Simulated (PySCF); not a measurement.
# Adding and removing an electron: CsPb

PBE; PySCF, scalar-relativistic core potentials, basis sets Cs def2-SVP with ECP46, Pb def2-SVP with ECP60. Neutral (UKS): quartet (σ ↑, π ↑↑), Re = 3.644 Å, ωe = 71.8 cm⁻¹, De = 1.30 eV, HOMO -2.74 eV, LUMO -2.05 eV.

CsPb⁺ (UKS): triplet (σ ↑, π ↑), Re = 4.319 Å, ωe = 35.2 cm⁻¹. The energies at the minima are -213.05411 hartree for CsPb and -212.87099 for CsPb⁺.

Work out the adiabatic ionisation energy, without and with harmonic zero-point energies (1 hartree = 27.2114 eV, 1 eV = 8065.5 cm⁻¹), and the change of the bond length.

At PBE: 0.18312 hartree = 4.983 eV between the minima; the zero-point term (35.2 − 71.8)/2 cm⁻¹ = -0.002 eV makes it 4.981 eV. Re changes by +67.5 pm against the neutral. The electron leaves a π orbital, and the ion is left as a loose complex of an ion and an atom.

Spin–orbit coupling is left out, which matters for elements this heavy, above all for dissociation energies. States were picked by a PBE0 search and need not be the measured ground states.
